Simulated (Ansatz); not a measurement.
V₅O₂₁H₁₇. The state is a triplet with charge 0. Geometry PBE-D4/def2-SVP, that of the neutral singlet; atoms count from 1.

| atom | x (Å) | y (Å) | z (Å) |
| --- | --- | --- | --- |
| V1 | -2.992 | -0.191 | 1.531 |
| V2 | 0.351 | 0.195 | -2.166 |
| V3 | -3.394 | 1.209 | -2.594 |
| V4 | 3.395 | -0.386 | -0.711 |
| V5 | 1.020 | 0.638 | 2.377 |
| O6 | 2.662 | 1.372 | 2.636 |
| O7 | -3.277 | -0.988 | 3.098 |
| O8 | -0.343 | 1.049 | 3.502 |
| O9 | 1.489 | -0.808 | 3.389 |
| O10 | -2.477 | 1.461 | 1.825 |
| O11 | 3.603 | 1.131 | 0.111 |
| O12 | -0.773 | -1.103 | -2.057 |
| O13 | 0.501 | 1.736 | 1.195 |
| O14 | 0.759 | -0.625 | 0.999 |
| O15 | -0.166 | 1.407 | -1.166 |
| O16 | -1.781 | -1.075 | 0.646 |
| O17 | -2.743 | 2.272 | -1.379 |
| O18 | -4.301 | -0.189 | 0.606 |
| O19 | 5.301 | -3.169 | -0.753 |
| O20 | 4.818 | -0.753 | -1.623 |
| O21 | 3.221 | -1.603 | 0.332 |
| O22 | 0.267 | 0.793 | -3.798 |
| O23 | 1.983 | -0.325 | -1.835 |
| O24 | -5.014 | 1.728 | -3.052 |
| O25 | -2.403 | 1.150 | -3.844 |
| O26 | -3.355 | -0.449 | -1.905 |
| H27 | 3.167 | 0.810 | 3.261 |
| H28 | -4.181 | -1.280 | 3.322 |
| H29 | -0.406 | 0.419 | 4.249 |
| H30 | 1.304 | -1.755 | 3.258 |
| H31 | -1.745 | 1.523 | 2.502 |
| H32 | 3.347 | 1.322 | 1.062 |
| H33 | -1.765 | -0.998 | -1.853 |
| H34 | 0.198 | 1.656 | 0.179 |
| H35 | 1.368 | -1.394 | 1.077 |
| H36 | -0.780 | -0.960 | 0.756 |
| H37 | -1.757 | 2.220 | -1.227 |
| H38 | 4.841 | -3.780 | -1.361 |
| H39 | 5.189 | -1.684 | -1.416 |
| H40 | 4.604 | -2.946 | -0.090 |
| H41 | -0.664 | 1.021 | -4.087 |
| H42 | -5.264 | 1.848 | -3.988 |
| H43 | -3.807 | -0.499 | -1.006 |

Single mean-field runs in def2-SVP are fitted with def2-universal-jkfit. In the triplet geometry the species has come apart into loosely held pieces. At PBE0-D4/def2-SVP a singlet of charge 0 lies 2.62 eV below the triplet at the same geometry.

(1) Estimate the Mulliken populations of the heavy atoms from the PBE0/def2-SVP orbitals of Ansatz.

(2) Where does the spin sit?

(3) And the Mayer bond orders between heavy atoms (over 0.3)?

Answers

(1) 
```
atom  charge (e)  spin (α − β)  d electrons
  V1        1.03         -0.01         3.10
  V2        1.20          0.00         3.05
  V3        1.09          0.00         3.09
  V4        1.13         -0.01         3.08
  V5        0.95          0.87         3.18
  O6       -0.46         -0.03            –
  O7       -0.46          0.00            –
  O8       -0.46         -0.03            –
  O9       -0.42          0.29            –
 O10       -0.43          0.01            –
 O11       -0.44          0.00            –
 O12       -0.43          0.00            –
 O13       -0.35          0.53            –
 O14       -0.40          0.35            –
 O15       -0.59          0.00            –
 O16       -0.48          0.01            –
 O17       -0.41          0.00            –
 O18       -0.47          0.00            –
 O19       -0.30          0.00            –
 O20       -0.42          0.00            –
 O21       -0.51          0.01            –
 O22       -0.41          0.00            –
 O23       -0.66          0.01            –
 O24       -0.44          0.00            –
 O25       -0.47          0.00            –
 O26       -0.50          0.00            –
```
Mulliken values depend strongly on the basis.

(2) Summed by element: V 0.85, O 1.16, H -0.01, of 2 unpaired in all. Largest on single atoms: V5 0.87, O13 0.53, O14 0.35.

(3) V1–O7 1.12 (1.78 Å); V1–O10 1.22 (1.76 Å); V1–O16 1.18 (1.74 Å); V1–O18 1.93 (1.60 Å); V2–O12 1.29 (1.72 Å); V2–O15 1.60 (1.65 Å); V2–O22 1.24 (1.74 Å); V2–O23 1.03 (1.74 Å); V3–O17 1.25 (1.74 Å); V3–O24 1.15 (1.76 Å); V3–O25 1.98 (1.60 Å); V3–O26 1.04 (1.80 Å); V4–O11 1.25 (1.74 Å); V4–O20 1.30 (1.73 Å); V4–O21 1.90 (1.61 Å); V4–O23 0.85 (1.81 Å); V5–O6 1.00 (1.82 Å); V5–O8 1.03 (1.81 Å); V5–O9 0.84 (1.83 Å); V5–O13 0.92 (1.69 Å); V5–O14 0.77 (1.89 Å).
